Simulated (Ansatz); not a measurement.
Basis-set extrapolation for ClH7OSi3 (`O[SiH2][SiH2][SiH2]Cl`) (PBE0-D4/def2-TZVP geometry, frozen core, Ansatz). Multiplicity 1, RHF reference.

|  | def2-TZVPP | def2-QZVPP |
| --- | --- | --- |
| HF | -1405.410661 | -1405.454279 |
| MP2 correlation | -0.799652 | -0.867820 |
| CCSD(T) correlation | -0.904981 | not run |

Energies in hartree. Use E(X) = E(∞) + A·exp(−7.88·√X) for Hartree–Fock and E(X) = E(∞) + B·X^(−2.97) for correlation, with X = 3 and 4, and add CCSD(T) minus MP2 of the smaller set to the MP2 limit.

Problem. What is the CCSD(T) energy at the basis-set limit?

Solution. HF limit: -1405.454279 + (-0.043618) × 0.13774 = -1405.46029. MP2 limit: -0.867820 + (-0.068168) × 0.74074 = -0.91831. Higher-order term: -0.904981 − (-0.799652) = -0.10533. Total: -1406.48393 hartree, 441.8 kJ/mol below CCSD(T)/def2-TZVPP.
